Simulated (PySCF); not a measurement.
**V+: ionisation energy**

V+ [Ar] 3d4 (5D) → V(2+) [Ar] 3d3 (4F), as a difference of total energies. All numbers are calculated (PySCF 2.14, the spin-free X2C one-electron Hamiltonian (Gaussian nucleus), in x2c-QZVPPall with one added diffuse shell each of s, p, d, f, g type (12s8p6d4f3g, 121 functions)). Correlated levels: valence: [Ar] frozen; valence and next inner shell: [Ne] frozen. The calculations carry no spin-orbit coupling.

```csv
method,ionisation energy (eV),plus first-order spin-orbit estimate,error of that sum (eV)
UHF,13.158,13.140,-1.494
LDA,15.735,15.716,+1.082
PBE,15.342,15.324,+0.690
PBE0,14.987,14.968,+0.334
MP2 (valence),13.937,13.919,-0.715
SCS-MP2 (valence),13.418,13.399,-1.235
MP2 (valence and next inner shell),14.722,14.704,+0.070
SCS-MP2 (valence and next inner shell),14.152,14.133,-0.501
```

Reference: 14.634 ± 0.007 eV (measured; NIST Atomic Spectra Database, ionization energies).

A first-order spin-orbit estimate (lowest level to lowest level, LS coupling) adds -0.019 eV.

Errors of the correlated levels include the incompleteness of this basis and the frozen core.
